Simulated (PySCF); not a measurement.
# How methods differ on the ionisation energy of Nb+

Nb+ [Kr] 4d4 (5D) → Nb(2+) [Kr] 4d3 (4F), as a difference of total energies. All numbers are calculated (PySCF 2.14, a scalar-relativistic core potential, in aug-cc-pwCVTZ-PP with ECP28MDF). Correlated levels: valence: 4s2 4p6 frozen. The calculations carry no spin-orbit coupling.

```
           method  ionisation energy (eV)
              UHF                  13.044
    MP2 (valence)                  13.615
SCS-MP2 (valence)                  13.235
   CCSD (valence)                  13.688
CCSD(T) (valence)                  13.705
```

Question: How much does correlation contribute at CCSD(T) (valence)?

Answer: 13.705 − (13.044) = 0.661 eV, measured against UHF.

The reference lies between the lowest fine-structure levels, while these numbers refer to the centres of the terms.

Errors of the correlated levels include the incompleteness of this basis and the frozen core.

For comparison: 14.32 eV (semi-empirical (NIST evaluation); NIST Atomic Spectra Database, ionization energies).
